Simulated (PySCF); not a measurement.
## Worked example: dipole moment from atomic charges

Mg(Cl)(OSiH3) (ClH3MgOSi), SMILES [SiH3][O][Mg][Cl]. Atoms are numbered in the order given.

```xyz
7

Mg     0.0000     0.0000     0.6819
Cl     0.0000     0.0000     2.8759
O      0.0000     0.0000    -1.1037
Si     0.0000     0.0000    -2.7425
H     -1.2106     0.6990    -3.2832
H      0.0000    -1.3979    -3.2832
H      1.2106     0.6990    -3.2832
```
Charge 0, spin multiplicity 1.

The structure is a stationary point at PBE0-D3(BJ)/def2-SVP. Other conformers were not sampled.

Charges (e) from B3LYP/def2-TZVPD run with PySCF:

| atom | IAO | ESP fit |
|---|---|---|
| Mg1 | 1.652 | 0.900 |
| Cl2 | -0.795 | -0.450 |
| O3 | -1.228 | -0.469 |
| Si4 | 0.905 | 0.258 |
| H5 | -0.178 | -0.080 |
| H6 | -0.178 | -0.080 |
| H7 | -0.178 | -0.080 |

The dipole moment of the full density is 0.32 D.

**Question.** What dipole moment does each set of point charges give, and which comes closer to that of the density?

**Answer.** 
μ = Σ q r, and 1 e Å = 4.8032 D.
IAO: Σ q r = (0.000, 0.000, -0.533) e Å, |μ| = 2.56 D.
ESP fit: Σ q r = (0.000, 0.000, -0.082) e Å, |μ| = 0.40 D.
ESP fit comes closer in size. Point charges leave out the atoms' own dipoles (lone pairs, polarised bonds); fits to the potential absorb them, partitions of the density don't.
